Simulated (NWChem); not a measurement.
Molecule: C4H4ClF; SMILES ClC1=C[C@@H](C1)F

```xyz
10

F      0.0792     2.5498     0.4600
C      0.0320     1.5010    -0.4166
C      1.0325     0.3985    -0.1925
C      0.0505    -0.5017    -0.0395
Cl     0.0274    -2.1980     0.1403
C     -1.0941     0.4673    -0.1400
H      0.0169     1.9139    -1.4406
H      2.1213     0.3534    -0.2164
H     -1.6158     0.6677     0.8075
H     -1.8263     0.2920    -0.9440
```
Atoms are numbered in this order, from 1.

All runs: NWChem. Pople sets run with spherical d functions. The geometry was optimised at PBE0/def2-SVP. Total energies compare along this basis series because the functional is fixed.

| level | basis functions | energy (Ha) | highest occupied level (eV) | orbital gap (eV) | dipole (D) |
|---|---|---|---|---|---|
| PBE/STO-3G | 38 | -705.9649 | -3.45 | 4.88 | 1.34 |
| PBE/3-21G | 66 | -710.6965 | ? | ? | 1.11 |
| PBE/6-31G* | 96 | -714.3023 | -6.17 | 5.14 | 1.01 |
| PBE/6-31+G* | 120 | -714.3228 | -6.46 | 5.00 | 1.24 |
| PBE/6-311G** | 140 | -714.4095 | -6.42 | 5.07 | 1.11 |

Question: What belongs in the gaps?

Answer: 
- PBE/3-21G, highest occupied level (eV): -6.27
- PBE/3-21G, orbital gap (eV): 5.23
